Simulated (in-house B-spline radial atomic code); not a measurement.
# Ionising Co³⁺ with different functionals

Computed with a radial B-spline atomic code at the basis-set limit: scalar-relativistic (spin-free X2C) Hamiltonian, Fermi nucleus of rms radius 3.7875 fm, spin-polarised at highest spin, spherical fractional occupations for the functionals, and exact exchange of hybrids averaged over the configuration. The ionisation energy is the difference of two self-consistent energies, [Ar] 3d6 → [Ar] 3d5, without Breit or QED terms; ε is the level of the shell that loses the electron (its least bound occupied spin orbital).

```tsv
method	rung	ΔSCF (eV)	-ε(3d) (eV)
PBE0	global hybrid	51.65	45.10
B3LYP	global hybrid	?	?
TPSSh	global hybrid	51.56	43.21
BHandHLYP	global hybrid	51.40	47.85
r2SCAN0	global hybrid	50.79	44.45
B97-1	global hybrid	51.80	44.73
HSE06	range-separated hybrid	51.68	44.70
wB97X	range-separated hybrid	?	?
CAM-B3LYP	range-separated hybrid	51.99	46.83
LC-wPBE	range-separated hybrid	52.04	47.89
```

What does wB97X give?

ΔSCF 51.59 eV, and -ε(3d) = 47.55 eV.

What does B3LYP give?

ΔSCF 52.02 eV, and -ε(3d) = 44.82 eV.

Among the functionals, which spreads more, the ΔSCF values or the orbital energies?

The orbital energies: ΔSCF values span about 1.25 eV and the orbital energies 4.68 eV.

How do they compare with the NIST value?

NIST lists 51.3 eV ± 0.1 (semi-empirical, ground level to ground level). Errors run from -0.48 to +0.77 eV; BHandHLYP is closest (+0.13 eV), but part of that can be cancellation, since the calculations leave out spin-orbit coupling, Breit-QED terms, multiplet and fine-structure energies.
